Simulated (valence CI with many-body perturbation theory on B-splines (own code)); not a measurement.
## Ce XX: calculated level list

Level of theory: configuration interaction combined with many-body perturbation theory (CI+MBPT): three valence electrons over a frozen Dirac-Fock core [Kr], a basis of 7 s, 7 p, 8 d, 6 f, 4 g, 1 h functions for each j, with the one-electron correlation potential Σ1, the two-electron term Σ2, the three-electron term Σ3, Breit, model QED; selected CI, second order for the rest, scaled by the run's own slope (own B-spline code, finite nucleus).

No measured spectrum was set against this ion. As an estimate, terms of the open shell hold to 2 to 4 % of their energy, and close levels can change places. Only levels of the ground parity were solved; by the run's estimate the other parity begins above the list, which can be wrong where configurations are misplaced.

Levels 1 to 19 of 19, with energies above the lowest level, 4d³ ⁴F_3/2. "Leading %" is the weight of the configuration and term that name the level; weights of strongly mixed levels are sums over their largest components and can fall short, so below about 35 % the name and the second component can differ from the true leading terms, or belong to a minority configuration. Lifetimes count E1, E2, E3, M1 and M2 decay at the calculated energies, and are blank where another channel may lead or the interval is too uncertain; long ones can be off by a factor of two.

| No. | Configuration | Term | J | E (cm⁻¹) | Leading % | Second component | Lifetime |
| --- | --- | --- | --- | --- | --- | --- | --- |
| 1 | 4d³ | ⁴F | 3/2 | 0.0 | 76 | 20 % 4d³ ²D |  |
| 2 | 4d³ | ⁴F | 5/2 | 21046 | 93 | 7 % 4d³ ²D | 3.07 ms |
| 3 | 4d³ | ⁴F | 7/2 | 34964 | 75 | 21 % 4d³ ²G | 12.1 ms |
| 4 | 4d³ | ⁴P | 3/2 | 38950 | 47 | 32 % 4d³ ²P | 2.43 ms |
| 5 | 4d³ | ⁴F | 9/2 | 41691 | 40 | 39 % 4d³ ²G | 222 ms |
| 6 | 4d³ | ⁴P | 1/2 | 45573 | 70 | 30 % 4d³ ²P | 8.58 ms |
| 7 | 4d³ | ²G | 7/2 | 64905 | 72 | 24 % 4d³ ⁴F | 972 μs |
| 8 | 4d³ | ²H | 9/2 | 68111 | 53 | 45 % 4d³ ⁴F | 1.66 ms |
| 9 | 4d³ | ⁴P | 5/2 | 68316 | 86 | 10 % 4d³ ²D | 3.23 ms |
| 10 | 4d³ | ²D | 3/2 | 78675 | 45 | 40 % 4d³ ⁴P | 532 μs |
| 11 | 4d³ | ²P | 1/2 | 83283 | 70 | 30 % 4d³ ⁴P | 1.04 ms |
| 12 | 4d³ | ²H | 11/2 | 87741 | 100 |  | 3.34 ms |
| 13 | 4d³ | ²D | 5/2 | 95032 | 92 | 5 % 4d³ ⁴F | 1.18 ms |
| 14 | 4d³ | ²F | 5/2 | 103290 | 81 | 12 % 4d³ ²D | 1.74 ms |
| 15 | 4d³ | ²G | 9/2 | 106360 | 59 | 26 % 4d³ ²H | 640 μs |
| 16 | 4d³ | ²F | 7/2 | 107260 | 92 | 7 % 4d³ ²G | 1.83 ms |
| 17 | 4d³ | ²P | 3/2 | 116430 | 57 | 30 % 4d³ ²D | 539 μs |
| 18 | 4d³ | ²D | 3/2 | 154790 | 97 |  | 499 μs |
| 19 | 4d³ | ²D | 5/2 | 161050 | 78 | 16 % 4d³ ²F | 279 μs |

Names give the largest LS component (configuration and term), which can be under half, so a name can repeat, a term be missing and a line seem to break the LS rules; names also repeat where a configuration has a term twice.

The ionisation energy to 4d² ³F2 of the next ion comes out as 544.24 eV (NIST: 543 ± 4 eV (theoretical)). All 19 levels together are meant to be complete up to 167490 cm⁻¹.
